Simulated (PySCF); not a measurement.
Al(Cl)2(SeH) (AlCl2HSe), SMILES [Cl][Al]([Cl])[SeH]. Atoms are numbered in the order given.

```xyz
5

Al    -0.0001     0.5447     0.0000
Cl     1.8193     1.5828     0.0000
Cl    -1.8024     1.6168     0.0000
Se     0.0340    -1.7547     0.0000
H     -1.4418    -1.8146     0.0000
```

Geometry optimised at B3LYP-D3(BJ)/def2-SVP. The values are those of a single conformer.

All values below come from PBE/pcSseg-1 (PySCF).

GIAO shieldings, no solvent; atoms listed in one row are averaged. δ = σ(ref) − σ: ³⁵Cl against HCl (σ = 936.5 ppm); ⁷⁷Se against Me2Se (σ = 1634.8 ppm); ¹H against TMS (σ = 31.49 ppm), references at their B3LYP-D3(BJ)/def2-TZVP geometries, non-relativistic (without spin–orbit terms, shifts of atoms bonded to Cl or Br come out too high).

Computed chemical shifts:
```json
[
 {"nucleus": "³⁵Cl", "atoms": "Cl3", "count": "1", "δ (ppm)": "94.9"},
 {"nucleus": "³⁵Cl", "atoms": "Cl2", "count": "1", "δ (ppm)": "83.9"},
 {"nucleus": "⁷⁷Se", "atoms": "Se4", "count": "1", "δ (ppm)": "-434.8"},
 {"nucleus": "¹H", "atoms": "H5", "count": "1", "δ (ppm)": "1.24"}
]
```
